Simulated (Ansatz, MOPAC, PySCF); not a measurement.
Species: SbH2, net charge -1, singlet state. SMILES: [SbH2-]
Structure (B3LYP-D3(BJ)/def2-TZVP (Ansatz, a program for electronic structure) minimum search):
```xyz
3

Sb    -0.0179    -0.0205     0.0371
H     -0.4712     1.3386    -0.9431
H      1.3838    -0.2920    -0.9503
```
Charge -1, spin multiplicity 1.

Unscaled harmonic wavenumbers (cm⁻¹) in rising order, each level at the stationary point that it reaches from this structure (no distance between atoms moves by over 0.3 Å); the order of modes can differ between levels, and a negative number is imaginary. B3LYP-D3(BJ)/def2-TZVP (PySCF, at the structure above): 816, 1804, 1805.

AM1 (MOPAC): 729, 2392, 2424. Zero-point energy 7.9 against 6.3 kcal/mol; where all levels lie over 400 cm⁻¹, the wavenumbers are on average 1.188 times those of B3LYP-D3(BJ)/def2-TZVP.

PM6 (MOPAC): 878, 1926, 1988. Zero-point energy 6.9 against 6.3 kcal/mol; where all levels lie over 400 cm⁻¹, the wavenumbers are on average 1.082 times those of B3LYP-D3(BJ)/def2-TZVP.

HF/3-21G (Ansatz): 902, 1856, 1871. Zero-point energy 6.6 against 6.3 kcal/mol; where all levels lie over 400 cm⁻¹, the wavenumbers are on average 1.057 times those of B3LYP-D3(BJ)/def2-TZVP.

B3LYP/6-31G* with LANL2DZ past Ar (Ansatz): 837, 1727, 1737. Zero-point energy 6.1 against 6.3 kcal/mol; where all levels lie over 400 cm⁻¹, the wavenumbers are on average 0.982 times those of B3LYP-D3(BJ)/def2-TZVP.
